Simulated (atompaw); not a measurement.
How hard is this Pb PAW (atompaw) potential?

* Element: lead (Pb)
* Generator: atompaw 4.2.0.5
* Type: PAW
* Functional: LDA (PW92)
* Relativity: scalar-relativistic
* Frozen core: [Xe] 4f14
* Valence charge: 14
* Reference configuration: 5d10 6s2 6p2
* Partial waves: 6s (bound): rc 1.95 bohr; 6s channel at 0.25 Ry: rc 1.95 bohr; 6p (bound): rc 2.65 bohr; 6p channel at 3.6 Ry: rc 2.65 bohr; 5d (bound): rc 2.05 bohr; 5d channel at 2.7 Ry: rc 2.65 bohr
* Local potential: vpsmatchnc scheme with l = 3 at -0.5 Ry, radius 2.20 bohr
* Core correction: smooth core density matched at 2.65 bohr
* Augmentation charge: besselshape compensation charge, radius 2.60 bohr; PAW radius 2.65 bohr; waves and projectors: custom rrkj gramschmidtortho

The pseudo-atom Hamiltonian at the reference potential is diagonalised in spherical Bessel functions j_l(qr) that vanish at 20 bohr, with q² up to the cutoff. All-electron valence levels (Ry): 6s -0.9056, 6p -0.2723, 5d -1.5650.

Problem. How do the lowest levels (Ry) of each channel move with the cutoff, and are there ghosts?

Solution.

```json
{"cutoff (Ry)": "8", "s #1": "-0.9041", "s #2": "-0.0430", "s #3": "0.0658", "p #1": "-0.2721", "d #1": "0.0427", "f #1": "0.1052", "Σ f·Δε (mRy)": "16080.6"}
{"cutoff (Ry)": "12", "s #1": "-2.5499", "s #2": "-0.9043", "s #3": "-0.0419", "p #1": "-0.2723", "d #1": "0.0393", "f #1": "0.1052", "Σ f·Δε (mRy)": "16045.9"}
{"cutoff (Ry)": "15", "s #1": "-4.2753", "s #2": "-0.9046", "s #3": "-0.0419", "p #1": "-0.2723", "d #1": "-0.8399", "f #1": "0.1052", "Σ f·Δε (mRy)": "7252.9"}
{"cutoff (Ry)": "21", "s #1": "-7.4439", "s #2": "-0.9054", "s #3": "-0.0420", "p #1": "-0.2723", "d #1": "-1.5554", "f #1": "0.1052", "Σ f·Δε (mRy)": "97.1"}
{"cutoff (Ry)": "30", "s #1": "-9.0227", "s #2": "-0.9055", "s #3": "-0.0420", "p #1": "-0.2723", "d #1": "-1.5641", "f #1": "0.1052", "Σ f·Δε (mRy)": "9.2"}
{"cutoff (Ry)": "40", "s #1": "-9.6418", "s #2": "-0.9055", "s #3": "-0.0420", "p #1": "-0.2723", "d #1": "-1.5649", "f #1": "0.1052", "Σ f·Δε (mRy)": "1.7"}
{"cutoff (Ry)": "45", "s #1": "-9.7083", "s #2": "-0.9055", "s #3": "-0.0420", "p #1": "-0.2723", "d #1": "-1.5649", "f #1": "0.1052", "Σ f·Δε (mRy)": "0.9"}
{"cutoff (Ry)": "55", "s #1": "-9.7740", "s #2": "-0.9056", "s #3": "-0.0420", "p #1": "-0.2723", "d #1": "-1.5650", "f #1": "0.1052", "Σ f·Δε (mRy)": "0.6"}
{"cutoff (Ry)": "400", "s #1": "-9.7973", "s #2": "-0.9056", "s #3": "-0.0420", "p #1": "-0.2723", "d #1": "-1.5650", "f #1": "0.1052", "Σ f·Δε (mRy)": "0.0"}
```

Result: ghost state, extra bound levels that the all-electron valence spectrum of the same l lacks: s at -133.3 eV (a true bound ghost makes a file unfit for plane-wave use); 10 mRy is reached at 30 Ry and 1 mRy at 45 Ry.
